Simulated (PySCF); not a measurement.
**Distorted geometries of [PbBr3]−**

[PbBr3]− (singlet). PySCF 2.14.0, RKS PBE, Pb def2-SVP with ECP60, Br def2-SVP; non-relativistic Hamiltonian with scalar-relativistic core potentials where named; density fitting; no spin-orbit coupling. Relaxed geometry:

```xyz
4

Pb    0.0050    0.7943    0.0000
Br   -1.2434   -0.4081    2.1744
Br   -1.2434   -0.4081   -2.1744
Br    2.5207   -0.3870    0.0000
```

Problem. Order these distorted geometries by energy above the relaxed one, lowest first.
A.
```xyz
4

Pb    0.0185    0.7776    0.0109
Br   -1.2931   -0.3748    2.2023
Br   -1.1555   -0.4659   -2.2596
Br    2.4690   -0.3459    0.0463
```
B.
```xyz
4

Pb   -0.0152    0.9291    0.0300
Br   -1.2834   -0.4133    2.3184
Br   -1.3217   -0.4076   -2.2352
Br    2.6592   -0.5170   -0.1132
```
C.
```xyz
4

Pb    0.0585    0.7101    0.0011
Br   -1.3217   -0.4516    2.0701
Br   -1.2154   -0.3635   -2.0756
Br    2.5175   -0.3038    0.0044
```

Solution. A (0.04 eV), C (0.15 eV), B (0.35 eV).

Problem. Which forces (eV/Å) act in the one that lies 0.35 eV up?

Solution. 
```
Pb   0.22 -1.57 -0.07
Br   0.34  0.47 -0.63
Br   0.33  0.49  0.64
Br  -0.89  0.61  0.06
```
Forces carry noise of the integration grid, about 0.01 to 0.03 eV/Å.
